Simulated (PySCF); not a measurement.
**Correlation energy of Ca (calcium, neutral)**

[Ar] 4p2, high-spin 3P determinant (an excited configuration). All numbers are calculated (PySCF 2.14, scalar relativity by spin-free X2C-1e, in aug-cc-pwCVTZ-X2C (9s8p6d3f, 84 functions)). Frozen: [Ne]; 10 electrons correlated.

```json
{"level": "CCSD", "correlation energy (mhartree)": "-248.92"}
{"level": "(T)", "correlation energy (mhartree)": "-7.67"}
{"level": "CCSD(T)", "correlation energy (mhartree)": "-256.59"}
```

Diagnostics: T1 = 0.017, D1 = 0.0546, largest double amplitude 0.199.

A double-excitation amplitude exceeds 0.15, a sign of near-degeneracy.

Cost of the coupled-cluster step: about 30 core-seconds, for 10 correlated electrons.

Iterations:

```
CC2 = 0
CCSD nocc = (np.int64(6), np.int64(4)), nmo = (79, 79)
frozen orbitals [[0, 1, 2, 3, 4], [0, 1, 2, 3, 4]]
max_cycle = 100
direct = 0
conv_tol = 1e-08
conv_tol_normt = 1e-06
diis_space = 8
diis_start_cycle = 0
Init t2, MP2 energy = -0.224799250832433
Init E_corr(UCCSD) = -0.224799250835881
cycle = 1  E_corr(UCCSD) = -0.241335650892709  dE = -0.0165364001  norm(t1,t2) = 0.0677
cycle = 2  E_corr(UCCSD) = -0.245240984997206  dE = -0.0039053341  norm(t1,t2) = 0.0405182
cycle = 3  E_corr(UCCSD) = -0.24916385764837  dE = -0.00392287265  norm(t1,t2) = 0.0288257
cycle = 4  E_corr(UCCSD) = -0.248619138225906  dE = 0.000544719422  norm(t1,t2) = 0.0091124
cycle = 5  E_corr(UCCSD) = -0.24890660316411  dE = -0.000287464938  norm(t1,t2) = 0.00244817
cycle = 6  E_corr(UCCSD) = -0.248943783125085  dE = -3.7179961e-05  norm(t1,t2) = 0.000969547
cycle = 7  E_corr(UCCSD) = -0.248923918219425  dE = 1.98649057e-05  norm(t1,t2) = 0.000471963
cycle = 8  E_corr(UCCSD) = -0.248911857733369  dE = 1.20604861e-05  norm(t1,t2) = 0.00128191
cycle = 9  E_corr(UCCSD) = -0.24892555960062  dE = -1.37018673e-05  norm(t1,t2) = 0.0001631
cycle = 10  E_corr(UCCSD) = -0.248922708249538  dE = 2.85135108e-06  norm(t1,t2) = 3.85295e-05
cycle = 11  E_corr(UCCSD) = -0.248922745113494  dE = -3.68639554e-08  norm(t1,t2) = 9.873e-06
cycle = 12  E_corr(UCCSD) = -0.248922570866839  dE = 1.74246655e-07  norm(t1,t2) = 3.12529e-06
cycle = 13  E_corr(UCCSD) = -0.2489225847215  dE = -1.38546604e-08  norm(t1,t2) = 7.2661e-07
cycle = 14  E_corr(UCCSD) = -0.248922590251266  dE = -5.52976687e-09  norm(t1,t2) = 3.46989e-07
UCCSD converged
E(UCCSD) = -679.7322039338742  E_corr = -0.2489225902512665
UCCSD(T) correction = -0.007665712150551
```
